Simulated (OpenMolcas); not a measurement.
Bi: effect of the IPEA shift

| Property | Result |
| --- | --- |
| Program | OpenMolcas 26.06 |
| Basis | ANO-RCC-VTZP [8s7p5d3f2g] |
| Scalar Hamiltonian | DKH2, point nucleus |
| Active space | 3 electrons in 3 orbitals (6p) |
| State averaging | 2S+1 = 4 odd, 1 root; 2S+1 = 2 odd, 8 roots |
| Spin-orbit coupling | RASSI with atomic mean-field integrals over the reference wave functions, term energies averaged over their components |

Methods on the same reference wave functions:
A. CASSCF
B. SS-CASPT2, IPEA 0 Eh, imaginary shift 0.1 Eh (closed shells correlated: 5d 6s)
C. SS-CASPT2, IPEA 0.25 Eh, imaginary shift 0.1 Eh (closed shells correlated: 5d 6s)

Energies in eV above 6s2 6p3 4S* 3/2, the measured ground level; measured values from NIST Handbook of Basic Atomic Spectroscopic Data.

```json
{"Level": "6s2 6p3 4S* 3/2 [69 %]", "A": "0.0000", "B": "0.0000", "C": "0.0000", "Measured": "0.0000"}
{"Level": "6s2 6p3 2D* 3/2 [66 %]", "A": "1.5077", "B": "1.344", "C": "1.335", "Measured": "1.4158"}
{"Level": "6s2 6p3 2D* 5/2", "A": "2.0376", "B": "1.836", "C": "1.822", "Measured": "1.9140"}
{"Level": "6s2 6p3 2P* 1/2", "A": "3.0542", "B": "2.699", "C": "2.690", "Measured": "2.6856"}
{"Level": "6s2 6p3 2P* 3/2 [67 %]", "A": "4.0657", "B": "3.780", "C": "3.771", "Measured": "4.1119"}
```

Deviations, from unrounded energies. A percentage is the sum of absolute deviations over the sum of measured energies, with the sign that they share, or ± where signs differ.

```
                        Against measurement  Levels     A     B     C
             mean absolute deviation (cm-1)       4  1300  1000  1000
other terms of the ground configuration (%)       4  ±6.2  ±4.9  ±5.1
```

B, C lie about equally close to measurement and A furthest from it. The largest miss of B in the table is 6s2 6p3 2P* 3/2 [67 %], by -2700 cm-1. The ranking rests on the paired levels alone, and a cruder setting can come out closer through cancelling errors.

Between B and C the level of the table that moves most is 6s2 6p3 2D* 5/2, by 110 cm-1 (lowest in C, highest in B). Moves below CASPT2's spread within the term are not significant.

The mean deviations of B to C differ by less than CASPT2's widest spread within a term (240 cm-1), so their order carries little weight.

From A to B the spin-free energies of the other terms of 6s2 6p3 shown, above 4S*, scale by factors of 0.80 to 0.82.

The lowest spin-free term lies below A's lowest term by 0.494 hartree in B, 0.482 hartree in C.

CASPT2 breaks the degeneracy within a term, and the mean is taken; among the terms shown or strongly mixed into the levels shown the widest spread is 240 cm-1 (6s2 6p3 2D*, C). Spin-orbit splittings of 6p shells tend to come out small when the coupling is added on scalar orbitals. With the s shell closed, the reference lacks s² → p² mixing. Computed and measured levels are paired by configuration, term and J; levels that our copy of the source lacks, or whose pairing is in doubt (as where it misses far off the trend of its configuration), stay unpaired and out of the deviations. Levels of configurations outside the active space are missing.

A share in square brackets marks a mixed level and gives the weight of the term that names it, the lowest over the columns. * marks odd parity.
